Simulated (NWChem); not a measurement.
System: BGeH3Cl2; SMILES Cl[B](Cl)[GeH3]

Output (shortened):

```
             Northwest Computational Chemistry Package (NWChem) 7.3.0
             --------------------------------------------------------

                             Geometry "geometry" -> ""
                             -------------------------

 Output coordinates in angstroms (scale by  1.889725989 to convert to a.u.)

  No.       Tag          Charge          X              Y              Z
 ---- ---------------- ---------- -------------- -------------- --------------
    1 B                    5.0000    -0.00352100     0.57489300    -0.01124300
    2 Cl                  17.0000    -1.49281500     1.48996300     0.00758100
    3 Cl                  17.0000     1.50985100     1.45177200     0.00842600
    4 Ge                  32.0000    -0.00931500    -1.49544600    -0.00652700
    5 H                    1.0000     0.26810000    -1.98568100     1.42889700
    6 H                    1.0000    -1.36559300    -2.06329200    -0.45884800
    7 H                    1.0000     1.10371500    -2.04718600    -0.91547900

 Effective nuclear repulsion energy (a.u.)     366.1502892803

                              NWChem Property Module
                              ----------------------

  itol2e modified to match energy
  convergence criterion.

                                 NWChem DFT Module
                                 -----------------

 Summary of "ao basis" -> "ao basis" (spherical)
 ------------------------------------------------------------------------------
       Tag                 Description            Shells   Functions and Types
 ---------------- ------------------------------  ------  ---------------------
 B                         def2-tzvp                11       31   5s3p2d1f
 Cl                        def2-tzvp                13       37   5s5p2d1f
 Ge                        def2-tzvp                16       48   6s5p4d1f
 H                         def2-tzvp                 4        6   3s1p

  itol2e modified to match energy
  convergence criterion.

            General Information
            -------------------
          SCF calculation type: DFT
          Wavefunction type:  closed shell.
          No. of atoms     :     7
          No. of electrons :    74
           Alpha electrons :    37
            Beta electrons :    37
          Charge           :     0
          Spin multiplicity:     1
          Use of symmetry is: off; symmetry adaption is: off
          Maximum number of iterations: 150
          AO basis - number of functions:   171
                     number of shells:    65
          Convergence on energy requested:  1.00D-07
          Convergence on density requested:  1.00D-05
          Convergence on gradient requested:  5.00D-04

              XC Information
              --------------
                         PBE0 Method XC Functional
                     Hartree-Fock (Exact) Exchange  0.250
          PerdewBurkeErnzerhof Exchange Functional  0.750
            Perdew 1991 LDA Correlation Functional  1.000 local
           PerdewBurkeErnz. Correlation Functional  1.000 non-local

             Grid Information
             ----------------
          Grid used for XC integration:  fine
          Radial quadrature: Mura-Knowles
          Angular quadrature: Lebedev.
          Tag              B.-S. Rad. Rad. Pts. Rad. Cut. Ang. Pts.
          ---              ---------- --------- --------- ---------
          B                   0.85       70          10.0       590
          Cl                  1.00      123          12.0       770
          Ge                  1.25      140          10.0       974
          H                   0.35       60          12.0       590
          Grid pruning is: on
          Number of quadrature shells:   636
          Spatial weights used:  Erf1

      Superposition of Atomic Density Guess
      -------------------------------------

 Sum of atomic energies:       -3020.29558000

      Non-variational initial energy
      ------------------------------

 Total energy =   -3021.528125
 1-e energy   =   -4929.424031
 2-e energy   =    1541.745616
 HOMO         =      -0.308786
 LUMO         =      -0.009554

------------------------------------------------------------
EAF file 0: "./job.aoints.0" size=325582848 bytes
------------------------------------------------------------
               write      read    awrite     aread      wait
               -----      ----    ------     -----      ----
     calls:      621         0         0         0         0
   data(b): 3.26e+08  0.00e+00  0.00e+00  0.00e+00
   time(s): 0.00e+00  0.00e+00  0.00e+00  0.00e+00  0.00e+00
rate(mb/s): 0.00e+00  0.00e+00
------------------------------------------------------------

   convergence    iter        energy       DeltaE   RMS-Dens  Diis-err
 ---------------- ----- ----------------- --------- --------- ---------
 d= 0,ls=0.0,diis     1  -3023.4834483816 -3.39D+03  4.82D-03  1.26D+00
 d= 0,ls=0.0,diis     2  -3023.4563030665  2.71D-02  3.83D-03  7.44D-01
 d= 0,ls=0.0,diis     3  -3023.5275424297 -7.12D-02  1.39D-03  2.10D-01
 d= 0,ls=0.0,diis     4  -3023.5571326637 -2.96D-02  1.13D-04  1.41D-03
 d= 0,ls=0.0,diis     5  -3023.5572202280 -8.76D-05  2.68D-05  1.28D-04
  Resetting Diis
 d= 0,ls=0.0,diis     6  -3023.5572245102 -4.28D-06  1.16D-05  1.34D-05
 d= 0,ls=0.0,diis     7  -3023.5572254815 -9.71D-07  3.41D-06  2.39D-07
 d= 0,ls=0.0,diis     8  -3023.5572254844 -2.93D-09  1.43D-06  3.26D-07

         Total DFT energy =    -3023.557225484379
      One electron energy =    -4931.242942700391
           Coulomb energy =     1681.698885962307
    Exchange-Corr. energy =     -140.163458026557
 Nuclear repulsion energy =      366.150289280262

 Numeric. integr. density =       73.999997958744

                       DFT Final Molecular Orbital Analysis
                       ------------------------------------

 Vector   35  Occ=2.000000D+00  E=-3.560150D-01
              MO Center=  4.8D-01, -1.2D+00,  3.1D-01, r^2= 4.0D+00
   Bfn.  Coefficient  Atom+Function         Bfn.  Coefficient  Atom+Function
  ----- ------------  ---------------      ----- ------------  ---------------
   123      0.305280  4 Ge pz                85     -0.242887  3 Cl pz
   155      0.239503  5 H  s                126      0.190494  4 Ge pz
   167     -0.166794  7 H  s                117     -0.146582  4 Ge pz
    88     -0.145455  3 Cl pz               154      0.138443  5 H  s
   156      0.123201  5 H  s                 82     -0.112060  3 Cl pz

 Vector   36  Occ=2.000000D+00  E=-3.379181D-01
              MO Center= -3.7D-02,  7.5D-01, -8.0D-02, r^2= 5.1D+00
   Bfn.  Coefficient  Atom+Function         Bfn.  Coefficient  Atom+Function
  ----- ------------  ---------------      ----- ------------  ---------------
    84     -0.274814  3 Cl py                47      0.264459  2 Cl py
    46      0.250259  2 Cl px                83      0.242817  3 Cl px
    87     -0.176290  3 Cl py                50      0.169230  2 Cl py
    49      0.154129  2 Cl px               121     -0.153847  4 Ge px
    86      0.150088  3 Cl px                81     -0.128051  3 Cl py

 Vector   37  Occ=2.000000D+00  E=-3.055730D-01
              MO Center= -1.3D-03,  1.5D-01,  6.9D-03, r^2= 4.2D+00
   Bfn.  Coefficient  Atom+Function         Bfn.  Coefficient  Atom+Function
  ----- ------------  ---------------      ----- ------------  ---------------
   122      0.298569  4 Ge py                47      0.274348  2 Cl py
    84      0.271856  3 Cl py               125      0.213717  4 Ge py
     7     -0.212212  1 B  py                50      0.189479  2 Cl py
    87      0.188304  3 Cl py                 4      0.185434  1 B  s
    10     -0.142560  1 B  py               116     -0.137844  4 Ge py

 Vector   38  Occ=0.000000D+00  E=-7.876339D-02
              MO Center=  7.5D-03,  5.0D-01,  1.6D-05, r^2= 3.2D+00
   Bfn.  Coefficient  Atom+Function         Bfn.  Coefficient  Atom+Function
  ----- ------------  ---------------      ----- ------------  ---------------
    11      0.451757  1 B  pz                 8      0.369638  1 B  pz
    14      0.258141  1 B  pz                51     -0.255654  2 Cl pz
    88     -0.254163  3 Cl pz               156     -0.241682  5 H  s
    48     -0.183903  2 Cl pz               126      0.182526  4 Ge pz
    85     -0.178598  3 Cl pz               168      0.171203  7 H  s

[...]

          -----------------------
          Electric field gradient
          -----------------------

 1 a.u. = 0.324123 10**(16) esu/cm**3  ( or statvolts/cm**2 ) = 0.97174 10**(22) v/m**2

 ------------------------------------------------------------
   Atom      X         Y         Z
 ------------------------------------------------------------
    1 B   -0.00665   1.08639  -0.02125
 ------------------------------------------------------------

 Electric field gradient in molecular frame (a.u.)
         XX             YY             ZZ             XY             XZ             YZ
 ------------------------------------------------------------------------------------------
        0.089342       0.268715      -0.358057       0.001495       0.000220       0.009574

 Principal components (a.u.) and orientation
 of principal axis w.r.t. absolute frame                      Asymmetry parameter eta
 --------------------------------------------------------------------------------------
       -0.358204       0.268874       0.089330                       0.501235

       -0.000441       0.008346       0.999965
       -0.015269       0.999849      -0.008351
        0.999883       0.015272       0.000314

 ------------------------------------------------------------
   Atom      X         Y         Z
 ------------------------------------------------------------
    2 Cl  -2.82101   2.81562   0.01433
 ------------------------------------------------------------

 Electric field gradient in molecular frame (a.u.)
         XX             YY             ZZ             XY             XZ             YZ
 ------------------------------------------------------------------------------------------
       -0.991906       0.763379       0.228526       1.700501       0.043718       0.020884

 Principal components (a.u.) and orientation
 of principal axis w.r.t. absolute frame                      Asymmetry parameter eta
 --------------------------------------------------------------------------------------
       -2.028198       1.800409       0.227789                       0.775378

        0.854005       0.520254      -0.003412
       -0.520133       0.853622      -0.028145
       -0.011731       0.025811       0.999598

 ------------------------------------------------------------
   Atom      X         Y         Z
 ------------------------------------------------------------
    3 Cl   2.85320   2.74345   0.01592
 ------------------------------------------------------------

 Electric field gradient in molecular frame (a.u.)
         XX             YY             ZZ             XY             XZ             YZ
 ------------------------------------------------------------------------------------------
       -1.083489       0.830422       0.253067      -1.645587      -0.044586       0.021007

 Principal components (a.u.) and orientation
 of principal axis w.r.t. absolute frame                      Asymmetry parameter eta
 --------------------------------------------------------------------------------------
       -2.030488       1.778146       0.252342                       0.751447

        0.866806      -0.498640       0.002526
        0.498494       0.866404      -0.029133
        0.012339       0.026512       0.999572

 ------------------------------------------------------------
   Atom      X         Y         Z
 ------------------------------------------------------------
    4 Ge  -0.01760  -2.82598  -0.01233
 ------------------------------------------------------------

 Electric field gradient in molecular frame (a.u.)
         XX             YY             ZZ             XY             XZ             YZ
 ------------------------------------------------------------------------------------------
        0.002058       0.061534      -0.063592      -0.000624      -0.002489       0.002799

 Principal components (a.u.) and orientation
 of principal axis w.r.t. absolute frame                      Asymmetry parameter eta
 --------------------------------------------------------------------------------------
       -0.063747       0.061604       0.002143                       0.932771

        0.037576      -0.011421       0.999229
       -0.022130       0.999680       0.012259
        0.999049       0.022573      -0.037311

 ------------------------------------------------------------
   Atom      X         Y         Z
 ------------------------------------------------------------
    5 H    0.50664  -3.75239   2.70022
 ------------------------------------------------------------

 Electric field gradient in molecular frame (a.u.)
         XX             YY             ZZ             XY             XZ             YZ
 ------------------------------------------------------------------------------------------
        0.060475       0.047721      -0.108196       0.011210      -0.033728       0.058865

 Principal components (a.u.) and orientation
 of principal axis w.r.t. absolute frame                      Asymmetry parameter eta
 --------------------------------------------------------------------------------------
       -0.134406       0.067464       0.066942                       0.003889

        0.179418      -0.167401       0.969426
       -0.312535       0.924667       0.217514
        0.932808       0.342005      -0.113583

 ------------------------------------------------------------
   Atom      X         Y         Z
 ------------------------------------------------------------
    6 H   -2.58060  -3.89906  -0.86710
 ------------------------------------------------------------

 Electric field gradient in molecular frame (a.u.)
         XX             YY             ZZ             XY             XZ             YZ
 ------------------------------------------------------------------------------------------
       -0.090881       0.040846       0.050035      -0.065710      -0.053115      -0.022227

 Principal components (a.u.) and orientation
 of principal axis w.r.t. absolute frame                      Asymmetry parameter eta
 --------------------------------------------------------------------------------------
       -0.135885       0.068187       0.067699                       0.003590

        0.882606      -0.149786      -0.445612
        0.365363       0.815035       0.449698
        0.295831      -0.559717       0.774081

 ------------------------------------------------------------
   Atom      X         Y         Z
 ------------------------------------------------------------
    7 H    2.08572  -3.86862  -1.73000
 ------------------------------------------------------------

 Electric field gradient in molecular frame (a.u.)
         XX             YY             ZZ             XY             XZ             YZ
 ------------------------------------------------------------------------------------------
       -0.038643       0.042386      -0.003743       0.051913       0.087128      -0.042995

 Principal components (a.u.) and orientation
 of principal axis w.r.t. absolute frame                      Asymmetry parameter eta
 --------------------------------------------------------------------------------------
       -0.135581       0.068138       0.067443                       0.005127

        0.722903      -0.133416       0.677946
       -0.354197       0.770900       0.529393
       -0.593259      -0.622826       0.510031
```

Level: PBE0/def2-TZVP. The geometry was optimised at PBE0/def2-SVP. NWChem prints the field gradient with the sign opposite to the second derivative of the potential.

Problem. Reconstruct the input file.

Solution. One answer among several that fit: the input that was run:
```
start job
memory heap 200 mb stack 900 mb global 1100 mb
geometry units angstroms noautosym nocenter noautoz
  B     -0.003521     0.574893    -0.011243
  Cl    -1.492815     1.489963     0.007581
  Cl     1.509851     1.451772     0.008426
  Ge    -0.009315    -1.495446    -0.006527
  H      0.268100    -1.985681     1.428897
  H     -1.365593    -2.063292    -0.458848
  H      1.103715    -2.047186    -0.915479
end
basis spherical
  B library def2-tzvp
  Cl library def2-tzvp
  Ge library def2-tzvp
  H library def2-tzvp
end
dft
  xc pbe0
  iterations 150
  semidirect filesize 400000000
end
property
  efieldgrad
end
task dft property
```
